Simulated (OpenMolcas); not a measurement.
A calculation on Si.

| Quantity | Value |
| --- | --- |
| Program | OpenMolcas |
| Method | SS-CASPT2, IPEA 0.25 Eh, imaginary shift 0.1 Eh (closed shells correlated: 2s 2p 3s) |
| Basis | ANO-RCC-VTZP [5s4p2d1f] |
| Scalar Hamiltonian | DKH2, point nucleus |
| Active space | 2 electrons in 3 orbitals (3p) |
| State averaging | 2S+1 = 3 even, 3 roots; 2S+1 = 1 even, 6 roots |
| Spin-orbit coupling | state interaction with AMFI integrals over the reference wave functions, term energies averaged over their components |

(1) Which level of the active space comes out lowest?

(2) How high does 3s2 3p2 1S0 lie?

(3) How high does 3s2 3p2 3P1 lie?

(4) How high does 3s2 3p2 1D2 lie?

Measured values: NIST Handbook of Basic Atomic Spectroscopic Data.

Results:

(1) 3s2 3p2 3P0, with 100 % of that term; it is also the measured ground level.

(2) 15440 cm-1 above the lowest level; measured 15394 cm-1 above the ground level, so the calculation is off by 0 %.

(3) 67.6 cm-1 above the lowest level; measured 77.1 cm-1 above the ground level, so the calculation is off by -12 %.

(4) 6350 cm-1 above the lowest level; measured 6299 cm-1 above the ground level, so the calculation is off by +1 %.

CASPT2 does not keep the components of a term degenerate, so their means are used; among the terms shown or strongly mixed into the levels shown the widest spread is 98 cm-1 (3s2 3p2 1D). With the s shell closed, the reference lacks s² → p² mixing. Measured partners are found by configuration, term and J. A level has none where our copy of the source lacks it or the pairing is in doubt (some pairs that miss far off the trend of their configuration count as doubtful), and it then counts in no deviation. Levels of configurations outside the active space are missing.
